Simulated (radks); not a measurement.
Values are calculated unless marked as measured or tabulated.
Spherical jellium clusters: N electrons in a uniform positive sphere of charge N and radius rs N^(1/3), rs = 3.71 bohr. Level of theory: non-relativistic Kohn-Sham, LDA (Slater exchange, Perdew-Wang correlation), spin-polarised, spherical densities (a radial shooting solver with Libxc functionals). Levels are named by radial order and angular momentum (1s, 1p, 1d, 2s, ...), and open shells are averaged over m.

N = 26, configuration 1s2 1p6 1d10 2s2 1f(up 6, down 0). This is the lowest configuration that the search found. Occupied and some empty levels:

level,occupation,eigenvalue (eV),<r> (bohr)
1s up,1,-5.8054,6.797
1s down,1,-5.5847,6.423
1p up,3,-5.0444,7.972
1p down,3,-4.7322,7.803
1d up,5,-4.0653,8.789
1d down,5,-3.7096,8.743
2s up,1,-3.5295,7.065
2s down,1,-3.3493,7.285
1f up,6,-2.9077,9.496
1f down,0,-2.5400,9.543
2p up,0,-2.1872,8.606
2p down,0,-2.0092,8.729
1g up,0,-1.6159,10.23
1g down,0,-1.2623,10.38
2d up,0,-0.96482,10.77
2d down,0,-0.79547,11.08

Energy (eV): total -47.6490, kinetic 52.845, external -1981.3, Hartree 978.56, exchange-correlation -101.98, background 1004.2.
